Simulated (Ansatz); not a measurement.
C₂H₆OZn, charge +1, doublet, at a GFN2-xTB geometry (such geometries of metal compounds can be far from the true shape) (a state made from the parent by changing its charge; the spin is typed, not shown lowest), atoms displaced at random by about 0.02 Å a coordinate. Base run: Ansatz (a quantum-chemistry and plane-wave program) with PBE0/6-31G*.

Here is a job for Ansatz.
Ansatz 0.2 input:
```yaml
crystal:
  periodic: [false, false, false]
  atoms:
    - {symbol: Zn, position_ang: [0.66228093, 0.08147723, 0.30631841]}
    - {symbol: C, position_ang: [-0.24501592, -0.94146055, -1.32240140]}
    - {symbol: C, position_ang: [-1.67384915, -0.49555488, -1.22493688]}
    - {symbol: H, position_ang: [-0.13122265, -1.97517303, -0.99474067]}
    - {symbol: H, position_ang: [0.28620854, -0.61755522, -2.17087259]}
    - {symbol: H, position_ang: [-1.79182639, 0.59315453, -1.47102320]}
    - {symbol: H, position_ang: [-2.18462923, -0.76723691, -0.31142776]}
    - {symbol: H, position_ang: [-2.25062750, -1.02995627, -1.99711807]}
    - {symbol: O, position_ang: [-0.28573265, 1.11627529, 1.31721941]}
    - {symbol: H, position_ang: [0.10480525, 1.57667694, 2.06485502]}
basis:
  gaussian:
    orbitals: 6-31G*
hamiltonian:
  xc: pbe0
total_charge: 1
magnetization: {spin_polarized: true, initial_magnetization: 1}
relax: {}
```

Each row names what was changed in the base input (with any setting that the change needs).

```csv
change,ΔE vs base (µEh),optimiser steps,core-seconds (rough),outcome
base,0.0,19,100,converged
relax = f_tol: 0.0005,-1.5,27,200,converged
relax = f_tol: 0.002,-1.4,26,100,converged
relax = max_displacement: 0.02,-,-,-,cut at the time limit
relax = max_displacement: 0.5,-1.3,24,200,converged
relax = f_tol: 0.05,24.4,16,100,converged
relax = escape_saddle: false,0.0,19,100,converged
```
